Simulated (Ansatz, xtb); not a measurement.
**Two isomers of C2H6O3SSi**

We compare a, `O=C(O)CS[SiH2]O`, a singlet, with b, `O=S1(=O)CC[SiH2]O1`, a singlet. Both are isolated molecules in the gas phase, relaxed with r2SCAN-D4/def2-SVP; the shapes shown needn't be the lowest conformers.

a (Å):

```xyz
13

C    -1.1383    1.3970   -0.8310
C    -1.5076    0.1694   -1.6249
O    -0.7783    1.3974    0.3316
O    -1.2260    2.5191   -1.5486
O    -0.7320   -1.2386    1.0320
S     0.0180   -0.8014   -1.9793
Si    0.0577   -2.0288   -0.1800
H    -0.9417    3.2484   -0.9677
H    -1.9568    0.4478   -2.5868
H    -2.2213   -0.4282   -1.0378
H    -0.6558   -3.3196   -0.3791
H     1.5104   -2.2941    0.0342
H    -0.6658   -0.2579    1.0203
```

b (Å):

| atom | x (Å) | y (Å) | z (Å) |
| --- | --- | --- | --- |
| C | -0.6514 | -0.9471 | -0.7639 |
| C | 0.3047 | -2.0899 | -1.1097 |
| O | -1.8578 | -1.1007 | -3.1283 |
| O | -1.5683 | 1.2205 | -2.1259 |
| O | 0.4274 | -0.0678 | -2.9395 |
| S | -1.1064 | -0.1397 | -2.3278 |
| Si | 1.3892 | -1.4187 | -2.5246 |
| H | -0.1875 | -0.1602 | -0.1489 |
| H | -1.5967 | -1.2637 | -0.2969 |
| H | -0.2635 | -2.9659 | -1.4621 |
| H | 0.8856 | -2.4000 | -0.2269 |
| H | 2.7110 | -0.8989 | -2.0874 |
| H | 1.5359 | -2.3571 | -3.6661 |

Question: Estimate E(b) − E(a) at the level CCSD(T)/def2-SVP + ΔMP2/def2-TZVPP.

Answer: Calculated at CCSD(T)/def2-SVP + ΔMP2/def2-TZVPP: E(b) − E(a) = +163.0 kJ/mol, so structure a lies lower.

How the difference moves with the method:

```csv
level,geometry,E(b) − E(a) (kJ/mol),departure from the last row (kJ/mol),"job, with rough time for the two"
GFN2-xTB,GFN2-xTB,+50.6,−112.4,"optimisation, 0.32 s"
HF/STO-3G,GFN2-xTB,+991.6,+828.6,"single point, 0.34 s"
r2SCAN-D4/def2-SVP//GFN2-xTB,GFN2-xTB,+300.4,+137.4,"single point, 3.2 s"
r2SCAN-D4/def2-SVP,r2SCAN-D4/def2-SVP,+287.1,+124.1,"optimisation, 38 s"
HF/def2-SVP,r2SCAN-D4/def2-SVP,+384.6,+221.6,part of the CCSD(T) run
MP2/def2-SVP,r2SCAN-D4/def2-SVP,+317.8,+154.8,part of the CCSD(T) run
CCSD(T)/def2-SVP,r2SCAN-D4/def2-SVP,+335.4,+172.4,single point
CCSD(T)/def2-SVP + ΔMP2/def2-TZVPP,r2SCAN-D4/def2-SVP,+163.0,,"single point, 47 s"
```

As drawn, b has 2 O=S, 1 C–Si, 1 O–S, 2 C–H in place of 1 C=O, 1 C–O, 1 S–Si, 2 O–H. Structure a has no ring, b a 5-membered ring.

None of the levels shown reverses the order. The largest departure from CCSD(T)/def2-SVP + ΔMP2/def2-TZVPP is that of HF/STO-3G, 828.6 kJ/mol. The last row adds to CCSD(T) the change of the MP2 difference between the two basis sets, here −172.4 kJ/mol, a large step that makes the value less sure.

With thermal terms from frequencies at re-optimised GFN2-xTB minima (ideal gas, soft modes damped towards free rotors, one conformer each, 298.15 K, 1 atm): the zero-point term adds +4.7 kJ/mol; ΔH is +164.4 and ΔG +173.3 kJ/mol.

The correlated steps freeze 15 core orbitals. Codes used: Ansatz 0.2.0, xtb 6.7.1; the last row on 4 threads of Arm Neoverse V2 on a shared host.
